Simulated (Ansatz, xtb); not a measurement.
**Relaxing a trial structure of C2H5BF+**

The starting geometry of this gas-phase singlet was built from a drawn formula by distance geometry and a force field; its bonds are those of `[CH2+][BH2-][CH+]F`.

```xyz
9

C    -0.4645   -1.0014   -1.0090
C     1.1062   -0.1747   -2.8458
B     0.5523   -1.4257   -2.1011
F     2.4238    0.0919   -2.8127
H    -1.5170   -1.3494   -1.0267
H    -0.1329   -0.3468   -0.1592
H    -0.0065   -2.1285   -2.8693
H     1.4069   -2.0415   -1.6120
H     0.4145    0.4675   -3.3931
```

Question: Predict what becomes of its bonds when it is optimised with r2SCAN-D4/def2-SVP.

Answer: It rearranges to `CB[CH+]F`. Contacts that open: B3–H8 (1.16 → 2.06 Å). Contacts that close: C1–H8 (2.22 → 1.12 Å).

The energy falls by 2.64 eV over 22 steps:

```csv
step,E − E(last) (eV)
1,2.640
3,1.923
6,0.983
8,0.391
10,0.052
13,0.004
15,0.001
17,0.000
20,0.000
22,0.000
```

Final geometry (Å):

```yaml
atoms:
  - { symbol: C, position_ang: [-0.1895, -1.2799, -0.8828] }
  - { symbol: C, position_ang: [1.1633, -0.0525, -3.0462] }
  - { symbol: B, position_ang: [0.3065, -1.0983, -2.3169] }
  - { symbol: F, position_ang: [2.4225, -0.1395, -3.1150] }
  - { symbol: H, position_ang: [-1.1376, -1.8336, -0.8215] }
  - { symbol: H, position_ang: [-0.1878, -0.3775, -0.2579] }
  - { symbol: H, position_ang: [0.0810, -1.8984, -3.2267] }
  - { symbol: H, position_ang: [0.5808, -1.9774, -0.4716] }
  - { symbol: H, position_ang: [0.7436, 0.7485, -3.6901] }
```

From the same start GFN2-xTB reaches the same bonding as this run.

The end wasn't checked by frequencies. Run with Ansatz 0.2.0, 24 s on 2 threads of Intel(R) Xeon(R) Processor @ 2.70GHz, on a shared host.
